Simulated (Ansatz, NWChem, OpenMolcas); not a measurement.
# InNH2Cl (SMILES [NH2][In][Cl]): the energy, rung by rung

InNH2Cl has 5 atoms, charge 0, and is taken as a doublet. SMILES: `[NH2][In][Cl]`. The coordinates come from a PBE0-D4/def2-TZVP relaxation. This is one conformer, not always the lowest.

```xyz
5

N    -0.1426    0.8086   -0.4939
In   -0.4116   -1.2178   -0.1533
Cl    1.3915   -2.2115    1.0187
H    -0.9997    1.2838   -0.7567
H     0.2123    1.2632    0.3438
```

Each level gives the energy change with the In2–Cl3 bond stretched from 2.369 to 3.553 Å (eV). The values are calculated.

```json
{"level": "UHF/def2-SVP (core potential)", "kind": "Hartree–Fock", "program": "OpenMolcas", "value (eV)": "1.84", "less CCSD(T)/def2-SVP": "-0.12"}
{"level": "UM06-2X/def2-SVP (core potential)", "kind": "hybrid meta-GGA", "program": "NWChem", "value (eV)": "1.96", "less CCSD(T)/def2-SVP": "0.00"}
{"level": "UB3LYP/def2-SVP (core potential)", "kind": "global hybrid", "program": "OpenMolcas", "value (eV)": "1.50", "less CCSD(T)/def2-SVP": "-0.46"}
{"level": "UPBE0/def2-SVP (core potential)", "kind": "global hybrid", "program": "Ansatz", "value (eV)": "1.75", "less CCSD(T)/def2-SVP": "-0.21"}
{"level": "UCAM-B3LYP/def2-SVP (core potential)", "kind": "range-separated hybrid", "program": "Ansatz", "value (eV)": "1.79", "less CCSD(T)/def2-SVP": "-0.17"}
{"level": "UB2PLYP/def2-SVP (core potential)", "kind": "double hybrid", "program": "Ansatz", "value (eV)": "1.78", "less CCSD(T)/def2-SVP": "-0.18"}
{"level": "ROCCSD(T)/def2-SVP (core potential)", "kind": "coupled cluster or CI", "program": "OpenMolcas", "value (eV)": "1.96", "less CCSD(T)/def2-SVP": "0.00"}
{"level": "UCCSD/def2-SVP (core potential)", "kind": "coupled cluster or CI", "program": "Ansatz", "value (eV)": "1.94", "less CCSD(T)/def2-SVP": "-0.02"}
```

Differences are taken from ROCCSD(T)/def2-SVP (core potential) for orientation; it has basis-set and higher-order errors of its own. The first shape isn't each level's own minimum. The values span 1.50 to 1.96 eV. Spin contamination of the reference (⟨S²⟩ at least 0.1 too high) touches UHF/def2-SVP, UCCSD/def2-SVP (up to 0.12 too high). In the correlated wave-function rows the outer d shell of In is correlated, in sets not made for it.
